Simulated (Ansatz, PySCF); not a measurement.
Molecule: [amino(methyl)boranyl]methane, C2H8BN, net charge 0, singlet state. 
Geometry from a B3LYP-D3(BJ)/def2-TZVP (Ansatz, an electronic-structure program) optimisation:
```
B
N 1 1.4003
H 2 1.0067 1 123.21
H 2 1.0067 3 113.57 1 -180.00
C 1 1.5804 2 119.63 3 0.00
H 5 1.0930 1 114.13 2 0.00
H 5 1.0948 6 107.64 1 123.25
H 5 1.0948 6 107.64 7 113.50
C 1 1.5804 2 119.63 3 -180.00
H 9 1.0930 1 114.13 2 0.00
H 9 1.0948 10 107.64 1 -123.25
H 9 1.0948 10 107.64 11 -113.50
```
Charge 0, spin multiplicity 1.

Wanted: atomisation energy (electronic, to ground-state atoms); the coupled-cluster value holds the core correlation from cc-pwCVTZ, in kcal/mol. Valence correlation only, unless marked. UHF or UKS for open shells. Spin-orbit coupling is left out. Non-relativistic. CBS(X,Y): correlation extrapolated as X^-3; Hartree-Fock from the larger set. [CCSD(T)-MP2]/basis is that difference in the basis named.

Level to compare with: RI-MP2/CBS(aug-cc-pVTZ,aug-cc-pVQZ)+[CCSD(T)-MP2]/aug-cc-pVTZ plus the core term (Ansatz), 1114.4 kcal/mol. It is a level with limits of its own, and the differences hold the functionals' basis error too.

**Question.** Rank these functionals by how close they come to RI-MP2/CBS(aug-cc-pVTZ,aug-cc-pVQZ)+[CCSD(T)-MP2]/aug-cc-pVTZ, closest first: M06-2X/def2-TZVPD (PySCF); HSE06/def2-TZVPD (Ansatz); wB97X-V/def2-TZVPD (Ansatz).

**Answer.** HSE06/def2-TZVPD (screened hybrid, 1114.0 kcal/mol, difference -0.4), wB97X-V/def2-TZVPD (range-separated hybrid with VV10, 1112.5 kcal/mol, difference -1.9), M06-2X/def2-TZVPD (hybrid meta-GGA, 1110.7 kcal/mol, difference -3.7)
